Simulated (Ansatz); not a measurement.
Start from `[CH3][GeH]([NH2])[SH]` and change one atom or group to get `[NH2][GeH]([SH])[TeH]`.

Ansatz, PBE0-D4/def2-TZVP geometries, multiplicity 1. Each molecule was computed in one conformer, which needn't be the lowest.

Elements past krypton have def2 core potentials. Scalar relativity is left out up to krypton.

```json
{"property": "size of the dipole moment (ωB97M-V/def2-TZVPP) / D", "`[CH3][GeH]([NH2])[SH]`": "2.31"}
{"property": "LUMO energy (PBE/def2-TZVPP) / eV", "`[CH3][GeH]([NH2])[SH]`": "-0.44"}
{"property": "LUMO energy (PBE0/def2-TZVPP) / eV", "`[CH3][GeH]([NH2])[SH]`": "0.47"}
{"property": "size of the dipole moment (B3LYP/def2-TZVPP) / D", "`[CH3][GeH]([NH2])[SH]`": "2.28"}
{"property": "HOMO energy (ωB97M-V/def2-TZVPP) / eV", "`[CH3][GeH]([NH2])[SH]`": "-9.31"}
{"property": "LUMO energy (ωB97M-V/def2-TZVPP) / eV", "`[CH3][GeH]([NH2])[SH]`": "2.13"}
```

Question: What does the change do to each property? (Best estimate.)

Answer: Ansatz gave: 
```json
{"property": "size of the dipole moment (ωB97M-V/def2-TZVPP) / D", "`[NH2][GeH]([SH])[TeH]`": "1.58", "shift": "-0.73"}
{"property": "LUMO energy (PBE/def2-TZVPP) / eV", "`[NH2][GeH]([SH])[TeH]`": "-1.79", "shift": "-1.35"}
{"property": "LUMO energy (PBE0/def2-TZVPP) / eV", "`[NH2][GeH]([SH])[TeH]`": "-0.99", "shift": "-1.46"}
{"property": "size of the dipole moment (B3LYP/def2-TZVPP) / D", "`[NH2][GeH]([SH])[TeH]`": "1.61", "shift": "-0.67"}
{"property": "HOMO energy (ωB97M-V/def2-TZVPP) / eV", "`[NH2][GeH]([SH])[TeH]`": "-8.62", "shift": "0.69"}
{"property": "LUMO energy (ωB97M-V/def2-TZVPP) / eV", "`[NH2][GeH]([SH])[TeH]`": "0.79", "shift": "-1.34"}
```

With PBE0 the HOMO rises by 0.57 eV and the LUMO falls by 1.46 eV, so the gap narrows by about 2.03 eV. PBE moves the HOMO by 0.38 eV and ωB97M-V by 0.69 eV. Dipoles are sizes alone; their direction can turn.

B3LYP here is the variant with VWN-RPA as its local correlation; programs differ in this.

Spin–orbit coupling is left out; it splits and shifts lone-pair levels of the heavy atoms by tenths of an eV.
